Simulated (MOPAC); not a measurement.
MOPAC input (MNDO):

```
MNDO PRECISE GNORM=0.05 LET XYZ CHARGE=-1 GEO-OK AUX(PRECISION=9) THREADS=1
H7N2Si2

N    -2.00721200 1   -0.69087200 1   -0.30421500 1
Si   -1.01650900 1    0.64555800 1    0.26177100 1
N     0.59243300 1    0.32466100 1    0.66963300 1
Si    1.75556400 1   -0.42753300 1   -0.54790800 1
H    -1.67982700 1   -1.01937400 1   -1.20736600 1
H    -1.98158800 1   -1.49111400 1    0.31867800 1
H    -1.71431300 1    1.17835000 1    1.47719200 1
H    -1.17701600 1    1.64239400 1   -0.83408900 1
H     0.87162100 1    0.45412700 1    1.63166300 1
H     3.01809700 1    0.39548200 1   -0.21633800 1
H     2.21970900 1   -1.64874600 1    0.27825200 1
```

Output:

```
 *******************************************************************************
 **                                                                           **
 **                              MOPAC v23.2.5                                **
 **                                                                           **
 *******************************************************************************
 ** MOPAC's Digital Object Identifier: https://doi.org/10.5281/zenodo.6511958 **
 **                                                                           **
 ** Please cite the open-source release paper for use of this MOPAC version:  **
 ** J. E. Moussa and J. J. P. Stewart (2026)                                  **
 ** MOPAC: An open-source semiempirical molecular orbital program             **
 ** J. Open Source Softw., 11(119), 8025, https://doi.org/10.21105/joss.08025 **
 *******************************************************************************

                              MNDO CALCULATION RESULTS

 *******************************************************************************
 *  MNDO       - The MNDO Hamiltonian to be used
 *  GEO-OK     - OVERRIDE INTERATOMIC DISTANCE AND OTHER SAFETY CHECKS
 *
 *
 *
 *                 CHARGE ON SYSTEM = -1
 *
 *
 *
 *  LET        - OVERRIDE SOME SAFETY CHECKS
 *  PRECISE    - TIGHTER CRITERIA TO BE USED
 *  XYZ        - CARTESIAN COORDINATE SYSTEM TO BE USED
 *  GNORM      - EXIT WHEN GRADIENT NORM DROPS BELOW 0.050
 *  AUX        - OUTPUT AUXILIARY INFORMATION
 *******************************************************************************
MNDO PRECISE GNORM=0.05 LET XYZ CHARGE=-1 GEO-OK AUX(PRECISION=9) THREADS=1
 H7N2Si2

   ATOM   CHEMICAL          X               Y               Z
  NUMBER   SYMBOL      (ANGSTROMS)     (ANGSTROMS)     (ANGSTROMS)

     1       N         -2.00721200  *  -0.69087200  *  -0.30421500  *
     2      Si         -1.01650900  *   0.64555800  *   0.26177100  *
     3       N          0.59243300  *   0.32466100  *   0.66963300  *
     4      Si          1.75556400  *  -0.42753300  *  -0.54790800  *
     5       H         -1.67982700  *  -1.01937400  *  -1.20736600  *
     6       H         -1.98158800  *  -1.49111400  *   0.31867800  *
     7       H         -1.71431300  *   1.17835000  *   1.47719200  *
     8       H         -1.17701600  *   1.64239400  *  -0.83408900  *
     9       H          0.87162100  *   0.45412700  *   1.63166300  *
    10       H          3.01809700  *   0.39548200  *  -0.21633800  *
    11       H          2.21970900  *  -1.64874600  *   0.27825200  *

          CARTESIAN COORDINATES

    NO.       ATOM           X           Y           Z

     1         N         -2.0072     -0.6909     -0.3042
     2        Si         -1.0165      0.6456      0.2618
     3         N          0.5924      0.3247      0.6696
     4        Si          1.7556     -0.4275     -0.5479
     5         H         -1.6798     -1.0194     -1.2074
     6         H         -1.9816     -1.4911      0.3187
     7         H         -1.7143      1.1784      1.4772
     8         H         -1.1770      1.6424     -0.8341
     9         H          0.8716      0.4541      1.6317
    10         H          3.0181      0.3955     -0.2163
    11         H          2.2197     -1.6487      0.2783

  H: (MNDO): M.J.S. DEWAR, W. THIEL, J. AM. CHEM. SOC., 99, 4899, (1977)
  N: (MNDO): M.J.S. DEWAR, W. THIEL, J. AM. CHEM. SOC., 99, 4899, (1977)
 Si: (MNDO): M.J.S.DEWAR, ET. AL. ORGANOMETALLICS  5, 375 (1986)

           Empirical Formula: H7 N2 Si2  =    11 atoms

      MOLECULAR POINT GROUP   :   C1

      RHF CALCULATION, NO. OF DOUBLY OCCUPIED LEVELS = 13

          Geometry optimization using EF

          DIAGONAL MATRIX USED AS START HESSIAN

 CYCLE:     1  GRAD.:   125.383 HEAT: -12.12945
 CYCLE:     2  GRAD.:   133.083 HEAT: -19.42051
 CYCLE:     3  GRAD.:   143.276 HEAT: -18.40789
 CYCLE:     4  GRAD.:   225.466 HEAT: -13.53654
 CYCLE:     5  GRAD.:   169.223 HEAT: -15.61727
 CYCLE:     6  GRAD.:   188.458 HEAT: -11.76445
 CYCLE:     7  GRAD.:   145.978 HEAT: -17.28700
 CYCLE:     8  GRAD.:    96.705 HEAT: -20.91738
 CYCLE:     9  GRAD.:   115.285 HEAT: -21.55795
 CYCLE:    10  GRAD.:   277.858 HEAT: -7.018251
 CYCLE:    11  GRAD.:   136.239 HEAT: -19.33329
 CYCLE:    12  GRAD.:   150.146 HEAT: -19.72076
 CYCLE:    13  GRAD.:    73.178 HEAT: -22.71768
 CYCLE:    14  GRAD.:   104.715 HEAT: -21.88344
 CYCLE:    15  GRAD.:    18.052 HEAT: -25.49310
 CYCLE:    16  GRAD.:    37.745 HEAT: -25.10571
 CYCLE:    17  GRAD.:     7.409 HEAT: -25.66830
 CYCLE:    18  GRAD.:    13.334 HEAT: -25.61988
 CYCLE:    19  GRAD.:     2.417 HEAT: -25.72355
 CYCLE:    20  GRAD.:     2.231 HEAT: -25.75097
 CYCLE:    21  GRAD.:     5.918 HEAT: -25.86588
 CYCLE:    22  GRAD.:     5.266 HEAT: -25.91389
 CYCLE:    23  GRAD.:     2.255 HEAT: -25.92520
 CYCLE:    24  GRAD.:     1.854 HEAT: -25.92966
 CYCLE:    25  GRAD.:     0.749 HEAT: -25.93209
 CYCLE:    26  GRAD.:     0.957 HEAT: -25.93510
 CYCLE:    27  GRAD.:     1.766 HEAT: -25.94164
 CYCLE:    28  GRAD.:     1.834 HEAT: -25.94772
 CYCLE:    29  GRAD.:     1.666 HEAT: -25.95724
 CYCLE:    30  GRAD.:     1.236 HEAT: -25.96458
 CYCLE:    31  GRAD.:     1.586 HEAT: -25.97678
 CYCLE:    32  GRAD.:     1.326 HEAT: -25.98041
 CYCLE:    33  GRAD.:     1.153 HEAT: -25.98295
 CYCLE:    34  GRAD.:     1.335 HEAT: -25.98583
 CYCLE:    35  GRAD.:     1.212 HEAT: -25.98937
 CYCLE:    36  GRAD.:     1.031 HEAT: -25.99150
 CYCLE:    37  GRAD.:     0.643 HEAT: -25.99371
 CYCLE:    38  GRAD.:     0.396 HEAT: -25.99422
 CYCLE:    39  GRAD.:     0.432 HEAT: -25.99458
 CYCLE:    40  GRAD.:     0.428 HEAT: -25.99510
 CYCLE:    41  GRAD.:     1.165 HEAT: -25.99717
 CYCLE:    42  GRAD.:     0.855 HEAT: -25.99848
 CYCLE:    43  GRAD.:     0.689 HEAT: -26.00193
 CYCLE:    44  GRAD.:     0.500 HEAT: -26.00290
 CYCLE:    45  GRAD.:     0.269 HEAT: -26.00316
 CYCLE:    46  GRAD.:     0.258 HEAT: -26.00328
 CYCLE:    47  GRAD.:     0.117 HEAT: -26.00333
 CYCLE:    48  GRAD.:     0.105 HEAT: -26.00337
 CYCLE:    49  GRAD.:     0.064 HEAT: -26.00339
 CYCLE:    50  GRAD.:     0.045 HEAT: -26.00341

     GRADIENT =  0.04543 IS LESS THAN CUTOFF =  0.05000

 -------------------------------------------------------------------------------
 MNDO PRECISE GNORM=0.05 LET XYZ CHARGE=-1 GEO-OK AUX(PRECISION=9) THREADS=1
 H7N2Si2

     GEOMETRY OPTIMISED USING EIGENVECTOR FOLLOWING (EF).
     SCF FIELD WAS ACHIEVED

                              MNDO CALCULATION
                                                       MOPAC v23.2.5 Linux

          FINAL HEAT OF FORMATION =        -26.00341 KCAL/MOL =    -108.79825 KJ/MOL

          COSMO AREA              =        136.46 SQUARE ANGSTROMS
          COSMO VOLUME            =        133.11 CUBIC ANGSTROMS

          GRADIENT NORM           =          0.04543          =       0.01370 PER ATOM
          IONIZATION POTENTIAL    =          0.732928 EV
          HOMO LUMO ENERGIES (EV) =         -0.733  6.862
          NO. OF FILLED LEVELS    =         13
          MOLECULAR WEIGHT        =         91.2397         POINT GROUP:  C1

          MOLECULAR DIMENSIONS (Angstroms)

            Atom       Atom       Distance
            H    11    H     7     4.94040
            H     6    H    10     4.21080
            H     9    H     5     3.18462

          SCF CALCULATIONS        =         51

   ATOM   CHEMICAL          X               Y               Z
  NUMBER   SYMBOL      (ANGSTROMS)     (ANGSTROMS)     (ANGSTROMS)

     1       N         -1.89714031  *  -0.72312036  *  -0.29412218  *
     2      Si         -0.98084147  *   0.68093264  *   0.24188968  *
     3       N          0.57326906  *   0.27154069  *   0.72329675  *
     4      Si          1.64016980  *  -0.44737856  *  -0.44681383  *
     5       H         -1.86038896  *  -0.91054967  *  -1.27160813  *
     6       H         -1.68514284  *  -1.58242953  *   0.16273297  *
     7       H         -1.69224327  *   1.22014644  *   1.32885164  *
     8       H         -1.07292890  *   1.65072868  *  -0.76547356  *
     9       H          0.93703375  *   0.52194191  *   1.60777809  *
    10       H          2.77919555  *   0.41228353  *  -0.49441422  *
    11       H          2.23312499  *  -1.56473451  *   0.21374630  *

                             CARTESIAN COORDINATES

   1    N       -1.897140309    -0.723120364    -0.294122178
   2   Si       -0.980841473     0.680932636     0.241889676
   3    N        0.573269065     0.271540686     0.723296747
   4   Si        1.640169802    -0.447378561    -0.446813827
   5    H       -1.860388957    -0.910549667    -1.271608134
   6    H       -1.685142840    -1.582429533     0.162732971
   7    H       -1.692243274     1.220146439     1.328851637
   8    H       -1.072928898     1.650728677    -0.765473558
   9    H        0.937033754     0.521941913     1.607778089
  10    H        2.779195547     0.412283526    -0.494414223
  11    H        2.233124988    -1.564734511     0.213746302

           Empirical Formula: H7 N2 Si2  =    11 atoms

      MOLECULAR POINT GROUP   :   C1

                  EIGENVALUES
 -29.37286 -26.20621 -13.89837 -12.60478 -11.90552 -10.60591  -9.50739  -7.67529
  -6.86382  -6.16838  -5.66280  -4.13495  -0.73293   6.86227   7.02809   7.58289
   8.21089   8.60563   9.16265  10.05771  10.50374  10.77118  11.62187

              NET ATOMIC CHARGES AND DIPOLE CONTRIBUTIONS

  ATOM NO.   TYPE          CHARGE      No. of ELECS.   s-Pop       p-Pop
    1          N          -0.646312        5.6463     1.61741     4.02890
    2         Si           1.595803        2.4042     0.94955     1.45464
    3          N          -0.901374        5.9014     1.59148     4.30989
    4         Si           0.327789        3.6722     1.36342     2.30879
    5          H           0.090695        0.9093     0.90931
    6          H           0.090540        0.9095     0.90946
    7          H          -0.414865        1.4149     1.41486
    8          H          -0.402328        1.4023     1.40233
    9          H           0.079674        0.9203     0.92033
   10          H          -0.410834        1.4108     1.41083
   11          H          -0.408788        1.4088     1.40879
 DIPOLE           X         Y         Z       TOTAL
 POINT-CHG.    -7.157     1.335    -1.494     7.432
 HYBRID         2.799     0.000     3.254     4.292
 SUM           -4.358     1.336     1.761     4.886

          ATOMIC ORBITAL ELECTRON POPULATIONS

     Atom    s        px        py        pz
    1  N   1.61741   1.78431   1.16967   1.07492
    2 Si   0.94955   0.50092   0.49443   0.45929
    3  N   1.59148   1.33661   1.76740   1.20589
    4 Si   1.36342   0.74152   0.50965   1.05762
    5  H   0.90931
    6  H   0.90946
    7  H   1.41486
    8  H   1.40233
    9  H   0.92033
   10  H   1.41083
   11  H   1.40879

 **********************
 *                    *
 * JOB ENDED NORMALLY *
 *                    *
 **********************

 == MOPAC DONE ==
```

The dipole moment of an ion depends on the origin.

The geometry given is a B3LYP-D3(BJ)/def2-TZVP minimum.
